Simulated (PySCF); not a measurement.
**Diatomics of Al with group 14**

HF with double-zeta basis sets in PySCF, for the lowest determinant that a PBE0 search found; no spin–orbit coupling. De refers to high-spin ground-configuration atoms. A positive dipole means M(−)Al(+).

```csv
M,basis,reference,state (unpaired electrons),Re (Å),ωe (cm⁻¹),De (eV),μ (D)
C,def2-SVPD,UHF,"quartet (σ ↑, π ↑↑)",1.979,650,2.70,0.90
Si,x2c-SVPall,UHF,"quartet (σ ↑, π ↑↑)",2.477,350,1.63,1.91
Sn,x2c-SVPall,UHF,"quartet (σ ↑, π ↑↑)",2.719,244,1.37,1.87
Pb,def2-SVP,UHF,"quartet (σ ↑, π ↑↑)",2.788,222,1.22,1.69
```

(1) The row for M = Ge is missing. Estimate Re, ωe and De as the mean of the rows for Si and Sn, and compare with the calculation.

The rows differ in basis set, which adds steps of its own.

Spin–orbit coupling is left out, which matters for elements this heavy, above all for dissociation energies. Hartree–Fock leaves out correlation, which carries a large part of most bond energies and some tenths to 1 eV of ionisation energies. States were picked by a PBE0 search and need not be the measured ground states.

Answers

(1) The means are 2.598 Å, 297 cm⁻¹ and 1.50 eV. UHF in x2c-SVPall gives AlGe as a quartet (σ ↑, π ↑↑) with Re = 2.521 Å, ωe = 284 cm⁻¹, De = 1.56 eV, so the estimate is off by +7.7 pm, +5 % and -0.06 eV.
